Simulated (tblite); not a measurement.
A geometry optimisation, step by step.

Species: C4H11NO3Si.
Numbering: `[CH3:1][C@@H:2]([O:3][CH:4]=[O:5])[O:6][Si@@H:7]([CH3:8])[NH2:9]` (hydrogens: H10, H11, H12 on C1; H13 on C2; H14 on C4; H15 on Si7; H16, H17, H18 on C8; H19, H20 on N9)

Computed with GFN2-xTB (tblite), gas phase: L-BFGS steps from a force-field or distance-geometry start until the largest atomic force falls under 0.01 eV/Å. 7 of its 226 geometries are shown.

Step 0: E = -845.6810 eV, largest atomic force 2.236 eV/Å
```
atom  x, y, z in Å  |  force x, y, z in eV/Å
C1      2.010    0.143   -1.514   -0.047   0.356  -0.335
C2      0.907   -0.263   -0.536   -0.061   1.425  -0.473
O3      1.463   -0.237    0.806   -0.132  -0.952  -0.413
C4      2.111   -1.345    1.175   -0.069  -0.923  -0.782
O5      2.270   -2.367    0.530   -0.323   1.714   0.908
O6     -0.141    0.695   -0.653    1.391  -1.654   0.573
Si7    -1.659    0.287   -0.153    0.430  -1.147  -0.472
C8     -1.825    0.059    1.671   -0.380  -0.352   1.252
N9     -2.601    1.573   -0.705   -0.075   1.498  -0.454
H10     2.380    1.141   -1.262   -0.152  -0.173   0.051
H11     2.847   -0.547   -1.490   -0.066  -0.166   0.060
H12     1.603    0.186   -2.531    0.066  -0.098   0.323
H13     0.542   -1.270   -0.781    0.015   0.090   0.290
H14     2.496   -1.215    2.205   -0.082   0.050  -0.195
H15    -2.101   -0.902   -0.892    0.053  -0.054   0.025
H16    -1.236   -0.791    2.031   -0.089   0.231  -0.052
H17    -1.500    0.945    2.219   -0.062  -0.158  -0.002
H18    -2.872   -0.147    1.948    0.498   0.168  -0.103
H19    -2.512    1.624   -1.712   -0.376   0.207  -0.093
H20    -2.188    2.442   -0.357   -0.539  -0.060  -0.106
```

Step 38: E = -846.0321 eV, largest atomic force 0.054 eV/Å
```
atom  x, y, z in Å  |  force x, y, z in eV/Å
C1      2.086    0.149   -1.550   -0.013   0.018   0.000
C2      0.980   -0.331   -0.619    0.000   0.001   0.026
O3      1.452   -0.301    0.745    0.015   0.028   0.034
C4      2.080   -1.364    1.206    0.032   0.035  -0.015
O5      2.313   -2.378    0.618   -0.010  -0.009   0.011
O6     -0.105    0.494   -0.705    0.023  -0.017  -0.022
Si7    -1.660    0.243   -0.203    0.030  -0.008  -0.004
C8     -1.815    0.089    1.679    0.001   0.007   0.010
N9     -2.583    1.605   -0.694    0.014  -0.022  -0.014
H10     2.394    1.148   -1.254    0.009   0.024   0.011
H11     2.937   -0.526   -1.508   -0.030  -0.012   0.030
H12     1.701    0.183   -2.565   -0.010  -0.012  -0.020
H13     0.713   -1.376   -0.843   -0.016  -0.012  -0.032
H14     2.381   -1.169    2.251   -0.043  -0.021  -0.024
H15    -2.173   -0.920   -0.932   -0.016   0.000   0.033
H16    -1.247   -0.748    2.074    0.006  -0.011  -0.046
H17    -1.451    0.986    2.173    0.006   0.001   0.016
H18    -2.851   -0.050    1.967    0.006   0.003   0.013
H19    -2.647    1.816   -1.676    0.013   0.020   0.000
H20    -2.511    2.459   -0.166   -0.016  -0.012  -0.007
```

Step 75: E = -846.0471 eV, largest atomic force 0.029 eV/Å
```
atom  x, y, z in Å  |  force x, y, z in eV/Å
C1      2.100    0.165   -1.546   -0.005   0.004   0.003
C2      0.951   -0.335   -0.682    0.004   0.001   0.012
O3      1.339   -0.294    0.708    0.015   0.005   0.022
C4      1.955   -1.341    1.213   -0.010  -0.016   0.010
O5      2.266   -2.346    0.645   -0.011  -0.001  -0.022
O6     -0.144    0.466   -0.829   -0.005  -0.021  -0.003
Si7    -1.658    0.222   -0.209    0.002  -0.005   0.003
C8     -1.692    0.103    1.683   -0.001  -0.001  -0.014
N9     -2.576    1.568   -0.746    0.009   0.014  -0.002
H10     2.348    1.183   -1.256    0.002   0.003  -0.006
H11     2.966   -0.478   -1.412   -0.010   0.003  -0.008
H12     1.794    0.152   -2.587   -0.001   0.002   0.003
H13     0.715   -1.385   -0.923    0.006   0.007  -0.001
H14     2.147   -1.153    2.284    0.008   0.011  -0.001
H15    -2.197   -0.992   -0.837    0.013   0.016   0.021
H16    -1.187   -0.795    2.028   -0.017   0.006  -0.003
H17    -1.198    0.951    2.149   -0.005  -0.007  -0.016
H18    -2.712    0.066    2.053    0.010   0.006  -0.004
H19    -2.373    1.974   -1.644    0.004  -0.013   0.005
H20    -2.851    2.281   -0.094   -0.007  -0.013   0.002
```

Step 112: E = -846.0649 eV, largest atomic force 0.036 eV/Å
```
atom  x, y, z in Å  |  force x, y, z in eV/Å
C1      2.091    0.267   -1.585    0.003  -0.006   0.000
C2      0.986   -0.300   -0.704    0.002   0.003   0.004
O3      1.434   -0.283    0.668    0.007   0.005   0.001
C4      1.834   -1.413    1.214   -0.009   0.019   0.003
O5      1.883   -2.493    0.706   -0.009   0.009  -0.006
O6     -0.137    0.466   -0.806    0.003  -0.002   0.007
Si7    -1.623    0.172   -0.161    0.003  -0.001   0.001
C8     -1.634    0.144    1.740   -0.005  -0.002   0.005
N9     -2.493    1.473   -0.858    0.016   0.011  -0.008
H10     2.304    1.289   -1.285   -0.019  -0.006   0.013
H11     2.988   -0.338   -1.479    0.011  -0.006  -0.034
H12     1.759    0.258   -2.618    0.014  -0.006  -0.003
H13     0.779   -1.350   -0.967    0.002   0.005   0.005
H14     2.140   -1.205    2.256   -0.019  -0.014   0.001
H15    -2.119   -1.109   -0.687    0.001   0.017   0.008
H16    -1.395   -0.843    2.127    0.019   0.005   0.003
H17    -0.912    0.842    2.156    0.001   0.003  -0.009
H18    -2.612    0.411    2.128   -0.013  -0.009   0.002
H19    -2.015    2.119   -1.464   -0.021   0.002   0.017
H20    -3.264    1.906   -0.384    0.016  -0.027  -0.011
```

Step 150: E = -846.0900 eV, largest atomic force 0.198 eV/Å
```
atom  x, y, z in Å  |  force x, y, z in eV/Å
C1      2.145    0.304   -1.654    0.003   0.020  -0.010
C2      1.060   -0.279   -0.761    0.023   0.003  -0.001
O3      1.554   -0.284    0.592    0.027  -0.128   0.026
C4      1.528   -1.419    1.266   -0.063  -0.041  -0.048
O5      1.169   -2.494    0.883    0.031   0.192   0.035
O6     -0.069    0.489   -0.827    0.023   0.000   0.017
Si7    -1.528    0.150   -0.150   -0.004  -0.029  -0.002
C8     -1.484    0.182    1.754   -0.025  -0.002   0.058
N9     -2.469    1.375   -0.905   -0.026   0.047   0.046
H10     2.405    1.293   -1.288    0.006   0.016  -0.017
H11     3.026   -0.332   -1.644   -0.026   0.005   0.016
H12     1.762    0.384   -2.666   -0.001   0.001  -0.003
H13     0.841   -1.324   -1.031   -0.008   0.004  -0.023
H14     1.916   -1.224    2.281    0.015  -0.018   0.016
H15    -1.995   -1.157   -0.616   -0.035   0.001  -0.016
H16    -0.972   -0.688    2.163   -0.030   0.051  -0.018
H17    -0.980    1.070    2.137   -0.028  -0.068  -0.031
H18    -2.494    0.178    2.157    0.067   0.009   0.008
H19    -2.021    2.247   -1.138   -0.022  -0.055  -0.019
H20    -3.399    1.540   -0.556    0.073  -0.006  -0.033
```

Step 188: E = -846.1157 eV, largest atomic force 0.049 eV/Å
```
atom  x, y, z in Å  |  force x, y, z in eV/Å
C1      2.139    0.408   -1.713   -0.021   0.001   0.019
C2      1.158   -0.279   -0.775    0.003  -0.013   0.020
O3      1.823   -0.421    0.498    0.019   0.021   0.001
C4      1.440   -1.412    1.276    0.010   0.008   0.024
O5      0.604   -2.233    1.047   -0.028  -0.026  -0.023
O6      0.030    0.474   -0.641    0.008   0.013  -0.016
Si7    -1.464    0.067   -0.085    0.027   0.000   0.014
C8     -1.553    0.180    1.814    0.001  -0.009   0.001
N9     -2.377    1.254   -0.937   -0.003  -0.013   0.024
H10     2.360    1.398   -1.325    0.010   0.005  -0.005
H11     3.057   -0.168   -1.784   -0.028   0.004  -0.013
H12     1.679    0.501   -2.692    0.023  -0.003  -0.002
H13     0.913   -1.294   -1.125   -0.012  -0.009  -0.004
H14     2.038   -1.383    2.206   -0.007   0.013  -0.013
H15    -1.882   -1.244   -0.573    0.009  -0.017  -0.007
H16    -1.196   -0.729    2.289   -0.007  -0.001   0.007
H17    -0.957    1.007    2.195   -0.005   0.002  -0.002
H18    -2.576    0.335    2.142    0.003  -0.003   0.004
H19    -1.919    2.118   -1.175    0.012   0.029  -0.037
H20    -3.322    1.431   -0.644   -0.013  -0.001   0.007
```

Step 225: E = -846.1196 eV, largest atomic force 0.006 eV/Å
```
atom  x, y, z in Å  |  force x, y, z in eV/Å
C1      2.145    0.403   -1.715    0.000   0.000  -0.002
C2      1.158   -0.268   -0.773   -0.003   0.001  -0.005
O3      1.814   -0.403    0.504    0.000  -0.001   0.000
C4      1.433   -1.400    1.277   -0.004   0.002   0.000
O5      0.616   -2.236    1.032    0.001   0.000  -0.002
O6      0.034    0.494   -0.648   -0.002   0.000   0.001
Si7    -1.455    0.073   -0.082   -0.001  -0.003   0.000
C8     -1.569    0.158    1.815    0.001   0.001  -0.005
N9     -2.389    1.267   -0.895    0.004  -0.001   0.000
H10     2.396    1.385   -1.324    0.001  -0.002   0.001
H11     3.046   -0.196   -1.800    0.001   0.002   0.002
H12     1.681    0.511   -2.690    0.000   0.001   0.001
H13     0.905   -1.284   -1.116    0.000   0.000   0.001
H14     2.013   -1.359    2.217    0.001   0.000   0.002
H15    -1.835   -1.248   -0.585   -0.002   0.001   0.000
H16    -1.202   -0.750    2.284    0.003  -0.001   0.002
H17    -0.998    0.992    2.216    0.001   0.000   0.005
H18    -2.600    0.286    2.129   -0.001   0.002  -0.001
H19    -1.921    2.043   -1.331   -0.002  -0.001   0.000
H20    -3.277    1.546   -0.518    0.000   0.000   0.000
```

Problem. Summarise the path.

Solution. The energy falls by 0.4386 eV from step 0 to step 225; nine tenths of that is first reached at step 138. It rises by more than 0.2 meV at steps 143 and 146. The largest force goes from 2.236 to 0.006 eV/Å. Among the bonds C2–O6 changes most, from 1.425 to 1.364 Å; the atoms move by 0.668 Å rms after alignment.

The cost below is that of the whole relaxation. Time: 1.9 s. Hardware: Arm Neoverse V1, one thread, shared host with 32 logical CPUs at a one-minute load of 27.
